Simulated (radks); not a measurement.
Charge is removed step by step from the 1s level of neutral lithium, starting from [He] 2s1. All-electron calculation, scalar-relativistic Kohn-Sham, BLYP, spin-unpolarised, spherical densities, point nucleus; without spin polarisation the odd electron is poorly described. Program: a radial shooting solver on a logarithmic mesh with Libxc functionals.

removed (e)  E - E(0) (eV)  eigenvalue (eV)  E minus straight line (eV)
0                    0.000          -52.066                       0.000
0.1                  5.362          -55.190                      -1.508
0.2                 11.041          -58.395                      -2.700
0.3                 17.044          -61.676                      -3.568
0.4                 23.378          -65.028                      -4.104
0.5                 30.051          -68.447                      -4.301
0.6                 37.069          -71.928                      -4.153
0.7                 44.439          -75.466                      -3.654
0.8                 52.164          -79.057                      -2.799
0.9                 60.252          -82.694                      -1.582
1                   68.704          -86.371                       0.000

Removing the whole electron costs 68.704 eV by Delta-SCF, against 52.066 eV from minus the eigenvalue at the starting occupation. Slater's transition state (half an electron removed) gives 68.447 eV. Integrating minus the eigenvalue over the occupation (Janak's theorem) gives 68.705 eV. In this scalar-relativistic scheme the density is built from large components alone, so the theorem holds only approximately. The mean slope of the eigenvalue, de/dn, is 34.3 eV per electron.
